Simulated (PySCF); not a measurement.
**Manganese: a sound run and one with changed settings**

Sound run: Mn²⁺ [Ar] 3d5, Mn³⁺ [Ar] 3d4. Calculation: PySCF 2.14, in pcseg-2; no relativity, point nucleus. In the sound run the correlated levels freeze [Ar]. The sound run starts from symmetry-adapted Hartree-Fock orbitals and uses a fine grid where one is needed.

Changed run: initial guess atom, at most 50 SCF cycles.

```tsv
species	method	sound run (hartree)	changed run (hartree)	converged
Mn²⁺	UHF	-1149.08695	-1149.08695	yes
Mn²⁺	PBE0	-1149.94280	-1149.94280	yes
Mn²⁺	TPSS	-1150.17330	-1150.17330	yes
Mn²⁺	MP2	-1149.14642	-1149.14642	yes
Mn³⁺	UHF	-1147.89393	-1147.89397	yes
Mn³⁺	PBE0	-1148.69145	-1148.69145	yes
Mn³⁺	TPSS	-1148.92563	-1148.92640	yes
Mn³⁺	MP2	-1147.92495	-1147.92499	yes
```

Ionisation energy of Mn²⁺:

| method | sound run (eV) | changed run (eV) |
| --- | --- | --- |
| UHF | 32.464 | 32.463 |
| PBE0 | 34.051 | 34.051 |
| TPSS | 33.951 | 33.930 |
| MP2 | 33.238 | 33.237 |
| SCS-MP2 | 32.722 | 32.721 |

Where the changed run lies lower, it found another determinant of the same configuration, with other orbitals of the open shell filled.

For comparison, NIST gives 33.668 ± 0.012 eV between the lowest levels.
